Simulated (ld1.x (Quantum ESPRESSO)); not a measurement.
Results of a calculation; reference values are marked as such.
**Potentials for boron compared**

Generated with ld1.x 7.5 (TM, RRKJ, ultrasoft, PAW), atompaw 4.2 or ONCVPSP 4.0.1. The cutoff is in Ry: for ld1.x and atompaw files where the sum of valence levels is converged to 10 mRy in a Bessel basis, for ONCV files where the hardest occupied wave has 1 mHa per electron of residual kinetic energy. The error is the largest all-electron minus pseudo excitation energy over each file’s own four to seven test configurations (ionisations up to +4, promotions, holes and added fractions of an electron), all of which were solved. The labels leave out finer settings (local radius, basis sizes, second energies), which also bear on the numbers. Spin-polarised tests are not counted. The rows are a selection from randomly drawn settings: files with unsolved tests, undetermined cutoffs or missed reference levels are left out.

| potential | cutoff (Ry) | largest error (meV) | bound ghosts |
| --- | --- | --- | --- |
| RRKJ, LDA (PZ), scalar-relativistic, rc 1.50/2.40 (sp), local smoothed, core correction no, reference 2s2 2p1 | 30 | +199 | none |
| PAW, LDA (PZ), scalar-relativistic, rc 1.80/3.60 (sp), local smoothed, core correction yes, reference 2s2 2p1 | 6 | +35 | none |
| TM, PBE, scalar-relativistic, rc 1.45/2.30/2.15 (spd), local d, core correction yes, reference 2s1.75 2p1.25 | 21 | +138 | none |
| TM, LDA (PZ), non-relativistic, rc 1.40/1.75 (sp), local p, core correction no, reference 2s2 2p0 | 21 | +79 | none |
| ultrasoft, PBE, scalar-relativistic, rc 1.30/3.90 (sp), local smoothed, core correction yes, reference 2s2 2p0.5 | 15 | +69 | none |
| TM semilocal, LDA (PZ), scalar-relativistic, rc 1.25/1.85/1.45 (spd), local d, core correction yes, reference 2s2 2p1 | 25 | +56 | none |
| PAW, PBE, scalar-relativistic, rc 1.90/3.65/3.00 (spd), local smoothed, core correction yes, reference 2s2 2p1 | 6 | -7.4 | none |

(1) Fill in the row for B: ultrasoft, LDA (PZ), scalar-relativistic, rc 1.20/4.20 (sp), local smoothed, core correction yes, reference 2s1 2p2.

(2) Fill in the row for B: RRKJ, LDA (PZ), scalar-relativistic, rc 1.60/1.70 (sp), local s, core correction no, reference 2s2 2p1.

Answers

(1) cutoff 15 Ry, largest error +20 meV, bound ghosts: none.

(2) cutoff 25 Ry, largest error +125 meV, bound ghosts: none.
